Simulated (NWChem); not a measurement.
System: C2H4AlCl; SMILES C=[CH][AlH][Cl]

The following NWChem deck was run.

```
start job
memory heap 200 mb stack 900 mb global 1100 mb
geometry units angstroms noautoz
  Al    -0.933765     0.063970     0.000000
  H     -2.439838     0.539207     0.000000
  Cl     0.561373     1.558623     0.000000
  C     -0.323425    -1.773484     0.000000
  C      0.983385    -2.085216     0.000000
  H     -1.035330    -2.611493     0.000000
  H      1.343430    -3.122242     0.000000
  H      1.762231    -1.312543     0.000000
end
basis spherical
  * library def2-tzvpp
end
dft
  xc xtpss03 ctpss03
  iterations 150
  semidirect filesize 400000000
  mulliken
end
task dft energy
```

Parts of the log:

```
             Northwest Computational Chemistry Package (NWChem) 7.3.0
             --------------------------------------------------------

 CS  symmetry detected

                             Geometry "geometry" -> ""
                             -------------------------

 Output coordinates in angstroms (scale by  1.889725989 to convert to a.u.)

  No.       Tag          Charge          X              Y              Z
 ---- ---------------- ---------- -------------- -------------- --------------
    1 Al                  13.0000    -0.95956343     0.07174582     0.00000000
    2 H                    1.0000    -2.48540775     0.47906042     0.00000000
    3 Cl                  17.0000     0.46714038     1.63185526     0.00000000
    4 C                    6.0000    -0.26755007    -1.73653226     0.00000000
    5 C                    6.0000     1.05190901    -1.98942938     0.00000000
    6 H                    1.0000    -0.94121277    -2.60558139     0.00000000
    7 H                    1.0000     1.45803336    -3.00929130     0.00000000
    8 H                    1.0000     1.79537146    -1.18265293     0.00000000

 Effective nuclear repulsion energy (a.u.)     172.0676864804

      Symmetry information
      --------------------

 Group name             Cs
 Group number              2
 Group order               2
 No. of unique centers     8

                                 NWChem DFT Module
                                 -----------------

 Summary of "ao basis" -> "ao basis" (spherical)
 ------------------------------------------------------------------------------
       Tag                 Description            Shells   Functions and Types
 ---------------- ------------------------------  ------  ---------------------
 Al                        def2-tzvpp               14       42   5s5p3d1f
 H                         def2-tzvpp                6       14   3s2p1d
 Cl                        def2-tzvpp               14       42   5s5p3d1f
 C                         def2-tzvpp               11       31   5s3p2d1f

      Symmetry analysis of basis
      --------------------------

        a'        138
        a"         64

            General Information
            -------------------
          SCF calculation type: DFT
          Wavefunction type:  closed shell.
          No. of atoms     :     8
          No. of electrons :    46
           Alpha electrons :    23
            Beta electrons :    23
          Charge           :     0
          Spin multiplicity:     1
          Use of symmetry is: on ; symmetry adaption is: on
          Maximum number of iterations: 150
          AO basis - number of functions:   202
                     number of shells:    74
          Convergence on energy requested:  1.00D-06
          Convergence on density requested:  1.00D-05
          Convergence on gradient requested:  5.00D-04

              XC Information
              --------------
                  TPSS metaGGA Exchange Functional  1.000
             TPSS03 metaGGA Correlation Functional  1.000

             Grid Information
             ----------------
          Grid used for XC integration:  medium
          Radial quadrature: Mura-Knowles
          Angular quadrature: Lebedev.
          Tag              B.-S. Rad. Rad. Pts. Rad. Cut. Ang. Pts.
          ---              ---------- --------- --------- ---------
          Al                  1.25       88          11.0       590
          H                   0.35       45          13.0       434
          Cl                  1.00       88          12.0       590
          C                   0.70       49          12.0       434
          Grid pruning is: on
          Number of quadrature shells:   454
          Spatial weights used:  Erf1

      Superposition of Atomic Density Guess
      -------------------------------------

 Sum of atomic energies:        -778.69440568

      Non-variational initial energy
      ------------------------------

 Total energy =    -780.134761
 1-e energy   =   -1416.451352
 2-e energy   =     464.248905
 HOMO         =      -0.329278
 LUMO         =      -0.046844

      Symmetry analysis of molecular orbitals - initial
      -------------------------------------------------

  Numbering of irreducible representations:

     1 a'          2 a"

  Orbital symmetries:

     1 a'          2 a'          3 a'          4 a'          5 a'
     6 a'          7 a'          8 a"          9 a'         10 a'
    11 a'         12 a"         13 a'         14 a'         15 a'
    16 a'         17 a'         18 a'         19 a'         20 a"
    21 a'         22 a"         23 a'         24 a"         25 a'
    26 a"         27 a'         28 a'         29 a'         30 a'
    31 a'         32 a'         33 a'

------------------------------------------------------------
EAF file 0: "./job.aoints.0" size=366477312 bytes
------------------------------------------------------------
               write      read    awrite     aread      wait
               -----      ----    ------     -----      ----
     calls:      699         0         0         0         0
   data(b): 3.66e+08  0.00e+00  0.00e+00  0.00e+00
   time(s): 0.00e+00  0.00e+00  0.00e+00  0.00e+00  0.00e+00
rate(mb/s): 0.00e+00  0.00e+00
------------------------------------------------------------

     ---------------------------------------------
      Total Density - Mulliken Population Analysis
     ---------------------------------------------

    Atom       Charge   Shell Charges
 -----------   ------   -------------------------------------------------------
    1 Al  13    12.07   2.00  0.65  1.33  0.78  0.28  2.91  2.28  0.82  0.63  0.17  0.00  0.10  0.07  0.05
    2 H    1     1.18   0.22  0.57  0.38  0.00  0.01  0.00
    3 Cl  17    17.47   2.01  0.45  1.52  1.11  0.83  4.19  1.68  1.13  2.99  1.54  0.00  0.00  0.01  0.00
    4 C    6     6.46   0.86  1.12  0.58  0.65  0.15  1.24  1.42  0.39  0.01  0.05  0.01
    5 C    6     6.21   0.86  1.12  0.57  0.64  0.11  1.18  1.26  0.39  0.02  0.06  0.01
    6 H    1     0.87   0.24  0.45  0.14  0.01  0.03  0.00
    7 H    1     0.86   0.24  0.44  0.15  0.01  0.02  0.00
    8 H    1     0.87   0.24  0.45  0.15  0.01  0.03  0.00

   convergence    iter        energy       DeltaE   RMS-Dens  Diis-err
 ---------------- ----- ----------------- --------- --------- ---------
 d= 0,ls=0.0,diis     1   -781.3514202696 -9.53D+02  3.54D-03  7.75D-01
 d= 0,ls=0.0,diis     2   -781.3636537944 -1.22D-02  2.66D-03  2.47D-01
 d= 0,ls=0.0,diis     3   -781.3768448262 -1.32D-02  1.11D-03  1.72D-01
 d= 0,ls=0.0,diis     4   -781.3973123813 -2.05D-02  2.95D-04  9.25D-03
 d= 0,ls=0.0,diis     5   -781.3985511852 -1.24D-03  7.76D-05  1.38D-03
  Resetting Diis
 d= 0,ls=0.0,diis     6   -781.3987368165 -1.86D-04  1.47D-05  1.05D-05
 d= 0,ls=0.0,diis     7   -781.3987378745 -1.06D-06  9.97D-06  1.95D-06
 d= 0,ls=0.0,diis     8   -781.3987377495  1.25D-07  5.18D-06  3.04D-06

         Total DFT energy =     -781.398737749479
      One electron energy =    -1420.264860714777
           Coulomb energy =      526.133926779605
    Exchange-Corr. energy =      -59.335490294703
 Nuclear repulsion energy =      172.067686480396

 Numeric. integr. density =       45.999994382882

                  Occupations of the irreducible representations
                  ----------------------------------------------

                     irrep           alpha         beta
                     --------     --------     --------
                     a'               19.0         19.0
                     a"                4.0          4.0

                       DFT Final Molecular Orbital Analysis
                       ------------------------------------

 Vector   21  Occ=2.000000D+00  E=-2.911758D-01  Symmetry=a'
              MO Center=  3.4D-01,  6.0D-01, -4.9D-15, r^2= 3.9D+00
   Bfn.  Coefficient  Atom+Function         Bfn.  Coefficient  Atom+Function
  ----- ------------  ---------------      ----- ------------  ---------------
    71      0.393759  3 Cl px                74      0.245780  3 Cl px
    72     -0.207764  3 Cl py                68      0.186699  3 Cl px
    62     -0.152677  3 Cl px                16     -0.138964  1 Al py
   105      0.131323  4 C  py                75     -0.127783  3 Cl py
   108      0.121948  4 C  py                 4      0.117983  1 Al s

 Vector   22  Occ=2.000000D+00  E=-2.633819D-01  Symmetry=a'
              MO Center= -4.8D-01, -4.5D-01, -9.4D-14, r^2= 4.6D+00
   Bfn.  Coefficient  Atom+Function         Bfn.  Coefficient  Atom+Function
  ----- ------------  ---------------      ----- ------------  ---------------
   105      0.238294  4 C  py                72      0.195504  3 Cl py
   108      0.192425  4 C  py                44     -0.183886  2 H  s
    16     -0.167437  1 Al py                71     -0.165742  3 Cl px
    15      0.143276  1 Al px               103      0.142867  4 C  s
    45     -0.140294  2 H  s                 75      0.131818  3 Cl py

 Vector   23  Occ=2.000000D+00  E=-2.628749D-01  Symmetry=a"
              MO Center=  3.5D-01, -1.6D+00,  9.1D-14, r^2= 2.2D+00
   Bfn.  Coefficient  Atom+Function         Bfn.  Coefficient  Atom+Function
  ----- ------------  ---------------      ----- ------------  ---------------
   106      0.278588  4 C  pz               137      0.279262  5 C  pz
   109      0.244180  4 C  pz               140      0.242325  5 C  pz
   112      0.140895  4 C  pz               143      0.139727  5 C  pz
    73     -0.129835  3 Cl pz                76     -0.088150  3 Cl pz
    17      0.064751  1 Al pz                70     -0.062380  3 Cl pz

 Vector   24  Occ=0.000000D+00  E=-8.738121D-02  Symmetry=a"
              MO Center= -3.3D-01, -7.9D-01,  1.7D-15, r^2= 4.6D+00
   Bfn.  Coefficient  Atom+Function         Bfn.  Coefficient  Atom+Function
  ----- ------------  ---------------      ----- ------------  ---------------
    20      0.425591  1 Al pz                17      0.388092  1 Al pz
   143     -0.329917  5 C  pz               137     -0.251631  5 C  pz
   140     -0.218895  5 C  pz               112      0.200497  4 C  pz
    76     -0.145547  3 Cl pz               106      0.119892  4 C  pz
   109      0.116643  4 C  pz                73     -0.104522  3 Cl pz

 Vector   25  Occ=0.000000D+00  E=-1.451674D-02  Symmetry=a"
              MO Center= -3.0D-01, -7.8D-01,  2.4D-13, r^2= 5.2D+00
   Bfn.  Coefficient  Atom+Function         Bfn.  Coefficient  Atom+Function
  ----- ------------  ---------------      ----- ------------  ---------------
    20      0.613303  1 Al pz               112     -0.548072  4 C  pz
   143      0.433058  5 C  pz               106     -0.284408  4 C  pz
    17      0.269607  1 Al pz               109     -0.247989  4 C  pz
   137      0.197562  5 C  pz                76     -0.176948  3 Cl pz
   140      0.171408  5 C  pz                73     -0.105068  3 Cl pz

 Vector   26  Occ=0.000000D+00  E=-1.145473D-02  Symmetry=a'
              MO Center= -6.2D-01,  2.5D-01, -2.5D-13, r^2= 4.8D+00
   Bfn.  Coefficient  Atom+Function         Bfn.  Coefficient  Atom+Function
  ----- ------------  ---------------      ----- ------------  ---------------
     5      1.640296  1 Al s                103     -0.624692  4 C  s
    45     -0.489079  2 H  s                 61     -0.440662  3 Cl s
    18      0.366024  1 Al px               111     -0.357260  4 C  py
     4      0.325320  1 Al s                 75      0.260654  3 Cl py
     3     -0.193637  1 Al s                133     -0.188592  5 C  s

------------------------------------------------------------
EAF file 0: "./job.aoints.0" size=538968064 bytes
------------------------------------------------------------
               write      read    awrite     aread      wait
               -----      ----    ------     -----      ----
     calls:     1028         7         0      7189      7189
   data(b): 5.39e+08  3.67e+06  0.00e+00  3.77e+09
   time(s): 0.00e+00  0.00e+00  0.00e+00  0.00e+00  0.00e+00
rate(mb/s): 0.00e+00  0.00e+00
------------------------------------------------------------

     ---------------------------------------------
      Total Density - Mulliken Population Analysis
     ---------------------------------------------

    Atom       Charge   Shell Charges
 -----------   ------   -------------------------------------------------------
    1 Al  13    12.44   2.00  0.64  1.33  0.81  0.19  2.94  2.21  0.87  0.91  0.20  0.01  0.15  0.13  0.06
    2 H    1     1.14   0.23  0.58  0.31  0.00  0.01  0.00
    3 Cl  17    17.28   2.01  0.43  1.52  1.13  0.83  4.19  1.67  1.14  2.83  1.52  0.00  0.00  0.01  0.00
    4 C    6     6.25   0.86  1.12  0.53  0.58  0.16  1.28  1.27  0.39  0.01  0.05  0.00
    5 C    6     6.09   0.86  1.12  0.55  0.56  0.08  1.28  1.21  0.35  0.02  0.06  0.00
    6 H    1     0.94   0.27  0.50  0.12  0.01  0.04  0.00
    7 H    1     0.93   0.27  0.49  0.13  0.01  0.03  0.00
    8 H    1     0.92   0.27  0.49  0.12  0.01  0.03  0.00

     -------------------------------------------
      Total Density - Lowdin Population Analysis
     -------------------------------------------

    Atom       Charge   Shell Charges
 -----------   ------   -------------------------------------------------------
    1 Al  13    12.99   2.00  0.85  1.09  0.46  0.28  2.75  2.27  0.98  0.84  0.47  0.00  0.20  0.55  0.24
    2 H    1     1.16   0.24  0.51  0.37  0.00  0.04  0.00
    3 Cl  17    16.72   1.98  0.84  1.14  0.88  0.73  3.93  1.90  1.26  2.46  1.57  0.00  0.00  0.02  0.00
    4 C    6     6.18   0.91  1.03  0.34  0.34  0.20  1.08  1.30  0.68  0.02  0.23  0.03
    5 C    6     5.96   0.91  1.03  0.33  0.32  0.18  1.06  1.22  0.59  0.02  0.27  0.03
    6 H    1     0.99   0.25  0.39  0.17  0.02  0.14  0.03
    7 H    1     1.00   0.26  0.40  0.17  0.02  0.13  0.03
    8 H    1     0.99   0.26  0.40  0.17  0.02  0.13  0.03

     Multipole analysis of the density
     ---------------------------------

     L   x y z        total         alpha         beta         nuclear
     -   - - -        -----         -----         ----         -------
     0   0 0 0      0.000000    -23.000000    -23.000000     46.000000

     1   1 0 0     -0.114854     -0.057427     -0.057427      0.000000
     1   0 1 0     -0.699800     -0.349900     -0.349900     -0.000000
     1   0 0 1     -0.000000     -0.000000     -0.000000      0.000000

     2   2 0 0    -28.971204    -77.265939    -77.265939    125.560674
     2   1 1 0     -0.309546      5.118842      5.118842    -10.547231
     2   1 0 1     -0.000000     -0.000000     -0.000000      0.000000
     2   0 2 0    -29.229447   -201.471361   -201.471361    373.713275
     2   0 1 1      0.000000      0.000000      0.000000      0.000000
     2   0 0 2    -27.586555    -13.793277    -13.793277      0.000000
```

Level: TPSS/def2-TZVPP. Coordinates come from a PBE0/def2-SVP optimisation.
